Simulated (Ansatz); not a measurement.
Bond stretch in C2H10Al2O6, singlet. The O3–C17 bond (O3 also carries Al, Al; C17 carries H, H, H) is stretched with both fragments frozen at the PBE0/def2-SVP optimised geometry.

- UKS-PBE0 = Ansatz (a program for electronic structure) with unrestricted PBE0/def2-SVP
- RKS-PBE0 = Ansatz with restricted PBE0/def2-SVP
- UKS-PBE = unrestricted PBE/def2-SVP run with Ansatz
- RKS-PBE = restricted PBE/def2-SVP (Ansatz)

Scanned distances (Å): 1.17, 1.23, 1.34, 1.38, 1.42, 1.45, 1.52, 1.59, 1.73, 1.87, 2.06, 2.34, 2.63, 2.99, 3.44, 4.11.

Question: Where does the unrestricted solution first break spin symmetry (<S²> of 0.01 or more)?

Answer: UKS-PBE0: between 2.06 and 2.34 Å; UKS-PBE: between 2.34 and 2.63 Å.

| R / Å | <S²> UKS-PBE0 | E(RKS-PBE0) − E(UKS-PBE0) / kJ/mol | <S²> UKS-PBE | E(RKS-PBE) − E(UKS-PBE) / kJ/mol |
|---|---|---|---|---|
| 1.17 | 0.00 | 0.0 | 0.00 | 0.0 |
| 1.23 | 0.00 | 0.0 | 0.00 | 0.0 |
| 1.34 | 0.00 | 0.0 | 0.00 | 0.0 |
| 1.38 | 0.00 | 0.0 | 0.00 | 0.0 |
| 1.42 | 0.00 | 0.0 | 0.00 | 0.0 |
| 1.45 | 0.00 | 0.0 | 0.00 | 0.0 |
| 1.52 | 0.00 | 0.0 | 0.00 | 0.0 |
| 1.59 | 0.00 | 0.0 | 0.00 | 0.0 |
| 1.73 | 0.00 | 0.0 | 0.00 | 0.0 |
| 1.87 | 0.00 | 0.0 | 0.00 | 0.0 |
| 2.06 | 0.00 | 0.0 | 0.00 | 0.0 |
| 2.34 | 0.16 | 1.8 | 0.00 | 0.0 |
| 2.63 | 0.59 | 30.2 | 0.44 | 8.7 |
| 2.99 | 0.86 | 80.1 | 0.74 | 33.6 |
| 3.44 | 0.97 | 128.9 | 0.87 | 56.6 |
| 4.11 | 1.00 | 165.9 | 0.94 | 72.6 |
